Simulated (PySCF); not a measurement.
Compound: C₃H₆Ge.
Bonds: C1–C2 (triple), C2–C3, C3–Ge4. Hydrogens: H5 on C1; H6, H7 on C3; H8, H9, H10 on Ge4.

Method: PBE0-D3(BJ)/def2-SVP geometry optimisation, gas phase (PySCF 2.14.0); density fitting, grid level 1; the optimiser is geomeTRIC in internal coordinates, started from a GFN2-xTB structure with every atom displaced at random (about 0.01 Å).

Step 2: E = -59704.4552 eV
```
atom  x, y, z in Å  |  force x, y, z in eV/Å
C1      2.2566    0.1555    0.1719   -0.028  -0.346   0.082
C2      1.2006   -0.4396    0.2557    0.038   0.327  -0.081
C3     -0.1308   -1.0060    0.3100    0.015  -0.089   0.025
Ge4    -1.4926    0.3639   -0.1075    0.022   0.053  -0.044
H5      3.2444    0.5759    0.1265   -0.053   0.083  -0.021
H6     -0.3513   -1.4149    1.3097    0.017   0.003   0.001
H7     -0.2405   -1.8345   -0.4089    0.008   0.008  -0.001
H8     -2.8951   -0.2708   -0.0576   -0.009  -0.024   0.007
H9     -1.2262    0.9223   -1.5168   -0.005  -0.014   0.032
H10    -1.3965    1.4932    0.9308   -0.004   0.000   0.000
```

Step 3: E = -59704.4617 eV
```
atom  x, y, z in Å  |  force x, y, z in eV/Å
C1      2.2702    0.1377    0.1766   -0.106  -0.261   0.059
C2      1.1992   -0.4293    0.2520    0.053   0.203  -0.051
C3     -0.1312   -0.9981    0.3079    0.042  -0.025   0.024
Ge4    -1.4971    0.3676   -0.1089   -0.008  -0.043   0.033
H5      3.2525    0.5658    0.1307    0.027   0.083  -0.018
H6     -0.3462   -1.4085    1.3079    0.004   0.007   0.004
H7     -0.2383   -1.8262   -0.4109    0.001  -0.005  -0.017
H8     -2.8908   -0.2839   -0.0542   -0.031  -0.012   0.003
H9     -1.2393    0.9232   -1.5141    0.015   0.026  -0.066
H10    -1.4105    1.4968    0.9269    0.003   0.028   0.028
```

**Question.** Estimate the geometry and energy of step 4. (The exact step hangs on the optimiser's Hessian estimate; all steps are aligned on step 3, rigid shifts and turns removed.)

**Answer.** E = -59704.4663 eV, largest force 0.082 eV/Å
```
atom  x, y, z in Å  |  force x, y, z in eV/Å
C1      2.2923    0.1086    0.1848   -0.056  -0.057   0.016
C2      1.2002   -0.4145    0.2473    0.008   0.013  -0.007
C3     -0.1294   -0.9854    0.3049    0.042   0.030   0.004
Ge4    -1.5073    0.3697   -0.1100   -0.018  -0.064   0.045
H5      3.2682    0.5514    0.1369    0.037   0.030  -0.007
H6     -0.3379   -1.3966    1.3058   -0.008   0.005   0.003
H7     -0.2333   -1.8133   -0.4147   -0.003  -0.006  -0.012
H8     -2.8928   -0.3019   -0.0487   -0.014   0.008  -0.003
H9     -1.2593    0.9256   -1.5175    0.009   0.024  -0.054
H10    -1.4320    1.5014    0.9252    0.003   0.019   0.016
```

The energy changes by -0.0047 eV. The first-order estimate −F·Δx gives -0.0082 eV and the mean of the old and new forces, exact on a quadratic surface, -0.0047 eV. The step makes an angle of 71° with the force vector and moves no atom by more than 0.037 Å.

What follows is the cost of the whole optimisation. Time: 21 s; peak memory 0.42 GiB. Hardware: one thread of an Arm Neoverse V2, no GPU, shared host with 96 logical CPUs at a one-minute load of 36.
